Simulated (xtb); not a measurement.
neopentasilane (H12Si5), singlet, at a GFN2-xTB geometry, atoms displaced at random by about 0.05 Å a coordinate; GFN1-xTB (xtb 6.7.1).

The xtb input:
```
$ xtb mol.xyz --gfn 1 --opt sloppy --json

# file mol.xyz
17

Si    -0.42445158    -0.81860916    -2.22084743
Si    -0.03556189    -0.09130927     0.02166634
Si    -0.00915652     2.31054689    -0.06620159
Si    -1.66673910    -0.78168695     1.43484507
Si     2.08443879    -0.86955472     0.76657010
H     -1.62285115    -0.45460088    -2.57340059
H     -0.46467254    -2.35993094    -2.21385908
H      0.64418850    -0.42136287    -3.21383787
H      0.15734766     3.01286455     1.26146919
H     -1.35829748     2.83335963    -0.51623359
H      1.00924635     2.89665873    -1.00787341
H     -3.02144702    -0.31991313     1.00883917
H     -1.76394004    -2.19755383     1.53977870
H     -1.47491524    -0.31337554     2.87398507
H      2.15191496    -2.18105114     0.80821827
H      3.24014429    -0.29320166    -0.04238716
H      2.34599756    -0.15041415     2.07046712
```

It wrote (shortened):

```
   ID    Z sym.   atoms
    1   14 Si     1-5
    2    1 H      6-17

           -------------------------------------------------
          |                Calculation Setup                |
           -------------------------------------------------

           -------------------------------------------------
          |                 G F N 1 - x T B                 |
           -------------------------------------------------

          ...................................................
          :                      SETUP                      :
          :.................................................:
          :  # basis functions                  74          :
          :  # atomic orbitals                  69          :
          :  # shells                           39          :
          :  # electrons                        32          :
          :  # halogen bonds                     0          :
          :  max. iterations                   250          :
          :  Hamiltonian                  GFN1-xTB          :
          :  restarted?                      false          :
          :  GBSA solvation                  false          :
          :  PC potential                    false          :
          :  electronic temp.          300.0000000     K    :
          :  accuracy                    1.0000000          :
          :  -> integral cutoff          0.2500000E+02      :
          :  -> integral neglect         0.1000000E-07      :
          :  -> SCF convergence          0.1000000E-05 Eh   :
          :  -> wf. convergence          0.2000000E-04 e    :
          :  Broyden damping             0.4000000          :
          :  net charge                          0          :
          :  unpaired electrons                  0          :
          ...................................................

 iter      E             dE          RMSdq      gap      omega  full diag
   1    -15.7651598 -0.157652E+02  0.490E+00    3.94       0.0  T
   2    -15.8114181 -0.462583E-01  0.277E+00    3.59       1.0  T
   3    -15.8140699 -0.265179E-02  0.598E-01    3.43       1.0  T
   4    -15.8159550 -0.188507E-02  0.151E-01    3.48       1.0  T
   5    -15.8159587 -0.374271E-05  0.221E-02    3.49       1.1  T
   6    -15.8159592 -0.467444E-06  0.665E-03    3.49       3.6  T
   7    -15.8159593 -0.854779E-07  0.191E-03    3.49      12.7  T
   8    -15.8159593 -0.109945E-07  0.997E-04    3.49      24.3  T
   9    -15.8159593 -0.215572E-08  0.174E-04    3.49     139.3  T
  10    -15.8159593 -0.305954E-09  0.826E-05    3.49     293.7  T

   *** convergence criteria satisfied after 10 iterations ***

         :::::::::::::::::::::::::::::::::::::::::::::::::::::
         ::                     SUMMARY                     ::
         :::::::::::::::::::::::::::::::::::::::::::::::::::::
         :: total energy             -15.668007037377 Eh    ::
         :: gradient norm              0.189339421480 Eh/a0 ::
         :: HOMO-LUMO gap              3.492650305043 eV    ::
         ::.................................................::
         :: SCC energy               -15.815959265765 Eh    ::
         :: -> electrostatic           0.018775872591 Eh    ::
         :: repulsion energy           0.156722622029 Eh    ::
         :: dispersion energy         -0.008770393641 Eh    ::
         :: halogen bond corr.         0.000000000000 Eh    ::
         :: add. restraining           0.000000000000 Eh    ::
         :: total charge              -0.000000000000 e     ::
         :::::::::::::::::::::::::::::::::::::::::::::::::::::

      -----------------------------------------------------------
     |                   =====================                   |
     |                        A N C O P T                        |
     |                   =====================                   |
     |               Approximate Normal Coordinate               |
     |                Rational Function Optimizer                |
      -----------------------------------------------------------
      -----------------------------------------------------------
     |                   =====================                   |
     |                        A N C O P T                        |
     |                   =====================                   |
     |               Approximate Normal Coordinate               |
     |                Rational Function Optimizer                |
      -----------------------------------------------------------

          ...................................................
          :                      SETUP                      :
          :.................................................:
          :   optimization level            sloppy          :
          :   max. optcycles                   200          :
          :   ANC micro-cycles                  20          :
          :   degrees of freedom                45          :
          :.................................................:
          :   RF solver                   davidson          :
          :   write xtbopt.log                true          :
          :   linear?                        false          :
          :   energy convergence         0.1000000E-03 Eh   :
          :   grad. convergence          0.6000000E-02 Eh/α :
          :   maxmium RF displ.          1.0000000          :
          :   Hlow (freq-cutoff)         0.1000000E-01      :
          :   Hmax (freq-cutoff)         5.0000000          :
          :   S6 in model hess.         20.0000000          :
          ...................................................

generating ANC from exact Hessian ...
Using Lindh-Hessian (1995)
 Shifting diagonal of input Hessian by    1.0368266606197309E-002
 Lowest  eigenvalues of input Hessian
    0.010000    0.010007    0.010009    0.010065    0.010168    0.000000
    0.000000    0.000000    0.000000    0.000000    0.000000    0.010425
[...]
 * total energy  :   -15.6680070 Eh     change       -0.2951950E-10 Eh
 * total energy  :   -15.6968144 Eh     change       -0.2880733E-01 Eh
 * total energy  :   -15.7026178 Eh     change       -0.5803447E-02 Eh
 * total energy  :   -15.7031925 Eh     change       -0.5747147E-03 Eh
 * total energy  :   -15.7032800 Eh     change       -0.8744941E-04 Eh
   *** GEOMETRY OPTIMIZATION CONVERGED AFTER 5 ITERATIONS ***
         :: total energy             -15.703279982159 Eh    ::
[...]
         :: halogen bond corr.         0.000000000000 Eh    ::
         :: add. restraining           0.000000000000 Eh    ::
         :: total charge              -0.000000000000 e     ::
         :::::::::::::::::::::::::::::::::::::::::::::::::::::

           -------------------------------------------------
          |                Property Printout                |
           -------------------------------------------------

    * Orbital Energies and Occupations

         #    Occupation            Energy/Eh            Energy/eV
      -------------------------------------------------------------
         1        2.0000           -0.6882288             -18.7277
       ...           ...                  ...                  ...
         4        2.0000           -0.6512310             -17.7209
         5        2.0000           -0.5775622             -15.7163
         6        2.0000           -0.4909490             -13.3594
         7        2.0000           -0.4906700             -13.3518
         8        2.0000           -0.4905217             -13.3478
         9        2.0000           -0.4893049             -13.3147
        10        2.0000           -0.4891025             -13.3092
        11        2.0000           -0.4880946             -13.2817
        12        2.0000           -0.4879960             -13.2790
        13        2.0000           -0.4878845             -13.2760
        14        2.0000           -0.4276443             -11.6368
        15        2.0000           -0.4271124             -11.6223
        16        2.0000           -0.4267479             -11.6124 (HOMO)
        17                         -0.2897015              -7.8832 (LUMO)
        18                         -0.2896356              -7.8814
        19                         -0.2798729              -7.6157
        20                         -0.2796650              -7.6101
        21                         -0.2796166              -7.6088
        22                         -0.2167938              -5.8993
        23                         -0.2030918              -5.5264
        24                         -0.2030008              -5.5239
        25                         -0.2028356              -5.5194
        26                         -0.1662329              -4.5234
        27                         -0.1654674              -4.5026
       ...                                ...                  ...
        69                          1.6941801              46.1010
      -------------------------------------------------------------
                  HL-Gap            0.1370464 Eh            3.7292 eV
             Fermi-level           -0.3582247 Eh           -9.7478 eV

  Mulliken/CM5 charges         n(s)   n(p)   n(d)
     1Si    0.20155 -0.05094   1.325  2.018  0.455
     2Si   -0.11981 -0.13232   1.384  2.302  0.434
     3Si    0.20199 -0.05059   1.326  2.018  0.455
     4Si    0.20128 -0.05126   1.326  2.018  0.455
     5Si    0.20191 -0.05074   1.325  2.018  0.455
     6H    -0.05724  0.02821   1.057  0.000  0.000
     7H    -0.05720  0.02780   1.057  0.000  0.000
     8H    -0.05744  0.02775   1.057  0.000  0.000
     9H    -0.05707  0.02811   1.057  0.000  0.000
    10H    -0.05712  0.02812   1.057  0.000  0.000
    11H    -0.05729  0.02798   1.057  0.000  0.000
    12H    -0.05722  0.02801   1.057  0.000  0.000
    13H    -0.05746  0.02775   1.057  0.000  0.000
    14H    -0.05722  0.02800   1.057  0.000  0.000
    15H    -0.05676  0.02907   1.057  0.000  0.000
    16H    -0.05735  0.02770   1.057  0.000  0.000
    17H    -0.05757  0.02735   1.058  0.000  0.000

Wiberg/Mayer (AO) data.
largest (>0.10) Wiberg bond orders for each atom

 ---------------------------------------------------------------------------
     #   Z sym  total        # sym  WBO       # sym  WBO       # sym  WBO
 ---------------------------------------------------------------------------
     1  14 Si   4.019 --     2 Si   0.962     7 H    0.908     8 H    0.908
                             6 H    0.908     3 Si   0.102     4 Si   0.102
                             5 Si   0.101
     2  14 Si   4.401 --     5 Si   0.963     1 Si   0.962     4 Si   0.958
                             3 Si   0.958
     3  14 Si   4.017 --     2 Si   0.958    11 H    0.908     9 H    0.908
                            10 H    0.908     4 Si   0.102     1 Si   0.102
                             5 Si   0.102
     4  14 Si   4.017 --     2 Si   0.958    13 H    0.908    14 H    0.908
                            12 H    0.908     3 Si   0.102     1 Si   0.102
                             5 Si   0.102
     5  14 Si   4.019 --     2 Si   0.963    15 H    0.908    16 H    0.908
                            17 H    0.907     4 Si   0.102     3 Si   0.102
                             1 Si   0.101
     6   1 H    0.988 --     1 Si   0.908
     7   1 H    0.988 --     1 Si   0.908
     8   1 H    0.988 --     1 Si   0.908
     9   1 H    0.988 --     3 Si   0.908
    10   1 H    0.988 --     3 Si   0.908
    11   1 H    0.988 --     3 Si   0.908
    12   1 H    0.988 --     4 Si   0.908
    13   1 H    0.988 --     4 Si   0.908
    14   1 H    0.988 --     4 Si   0.908
    15   1 H    0.988 --     5 Si   0.908
    16   1 H    0.988 --     5 Si   0.908
    17   1 H    0.988 --     5 Si   0.907
 ---------------------------------------------------------------------------

Topologies differ in total number of bonds
Writing topology from bond orders to xtbtopo.mol

 dipole moment from electron density (au)
     X       Y       Z
   0.0140  -0.0110  -0.0039  total (Debye):    0.046

optimized geometry written to: xtbopt.xyz

           -------------------------------------------------
          | TOTAL ENERGY              -15.703279982159 Eh   |
          | GRADIENT NORM               0.002985727772 Eh/α |
          | HOMO-LUMO GAP               3.729222446285 eV   |
           -------------------------------------------------

normal termination of xtb
```
